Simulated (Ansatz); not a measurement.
Isolated molecules relaxed with PBE0-D4/def2-TZVP in Ansatz; ΔE leaves out vibrations. CCSD(T)/CBS is the MP2 limit (def2-TZVPP, def2-QZVPP) plus CCSD(T) − MP2 in def2-TZVPP, frozen cores. DFT in def2-TZVPP.

`FC([SiH3])(Cl)Cl` + `C[SiH]([AlH2])Cl` → `C[SiH]([AlH2])[SiH3]` + `FC(Cl)(Cl)Cl`  (formal exchange of groups at the Si–C bond)

CCSD(T)/CBS gives +159.4 kJ/mol.

**Question.** Another level gave +149.7 kJ/mol. Which?
A. r2SCAN/def2-TZVPP
B. PBE-D4/def2-TZVPP
C. HF/def2-TZVPP
D. CAM-B3LYP-D4/def2-TZVPP

**Answer.** A. r2SCAN 149.7, HF/def2-TZVPP 182.7, PBE-D4 135.0, CAM-B3LYP-D4 161.3 kJ/mol.

Largest T1 diagnostic among the species: 0.012.

From BLYP to BHLYP (50 % exact exchange), in def2-TZVPP and without D4, ΔE moves by +17.6 kJ/mol. In def2-TZVPP, CCSD(T) changes the Hartree–Fock value by −27.4 kJ/mol (the triples alone add −4.7 kJ/mol) and MP2 by −20.3 kJ/mol.

CCSD(T)/CBS has its own doubt, a few kJ/mol and more with outer-core shells, so smaller differences from it don't rank the levels.
